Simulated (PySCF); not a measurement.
Compound: C5H12Si.
SMILES: `CC(C)[C@H]1C[SiH2]1`

Torsions of this conformer, `[CH3:1][CH:2]([CH3:3])[C@H:4]1[CH2:5][SiH2:6]1`: C1–C2–C4–C5 73°.

The closed-shell ground state was solved at several levels (PySCF, density fitting, gas phase, non-relativistic). The structure is a single PBE0-D3(BJ)/def2-SVP conformer in the gas phase; no vibrational or solvent corrections.

| level | basis functions | total energy (Eh) | HOMO (eV) | LUMO (eV) | gap (eV) | dipole (D) |
| --- | --- | --- | --- | --- | --- | --- |
| CAM-B3LYP/def2-SVPD | 220 | -486.8650 | -7.95 | 1.15 | 9.10 | 0.05 |
| KT3/pcSseg-1 | 169 | -492.7204 | -5.65 | -0.36 | 5.29 | 0.19 |

Problem. What might PBE0/pcSseg-1 (169 basis functions) give for the same quantities?

Solution. Total energy -486.8054 Eh, HOMO -6.69 eV, LUMO 0.46 eV, gap 7.15 eV, dipole 0.14 D.

Problem. Over all these levels, which gives the widest orbital gap and which the narrowest?

Solution. CAM-B3LYP/def2-SVPD (range-separated hybrid) has the widest, 9.10 eV, and KT3/pcSseg-1 (GGA) the narrowest, 5.29 eV. Functional and basis both differ between the two, so the spread mixes both effects.

Problem. How far do the dipole and the HOMO energy spread over the levels?

Solution. The dipole runs from 0.05 to 0.19 D (mean 0.13 D) and the HOMO from -7.95 to -5.65 eV.
